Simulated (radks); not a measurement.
Values are calculated unless marked as measured or tabulated.
Species: the niobium ion Nb2+. Configuration: [Ar] 3d10 4s2 4p5.5 4d3 5s0.5 (fractional occupations, a model configuration). Level of theory: Dirac Kohn-Sham, PBEsol, spin-unpolarised, spherical densities, point nucleus; open shells fill j = l - 1/2 first (a radial shooting solver on a logarithmic mesh with Libxc functionals).

Spin-orbit splittings of the eigenvalues, e(l+1/2) - e(l-1/2), with zeta = 2 splitting/(2l+1) and mean radii in bohr:

shell  occ.  splitting (eV)  zeta (eV)  <r> j=l-1/2  <r> j=l+1/2
2p        6           95.69      63.79       0.1346       0.1391
3p        6           15.51      10.34       0.4388       0.4493
3d       10               ?          ?       0.4309       0.4344
4p      5.5           2.185      1.457        1.260        1.289
4d        3          0.2167    0.08670        1.782        1.796

Estimate the 3d splitting.

Answer. 2.890 eV (zeta = 1.156 eV).
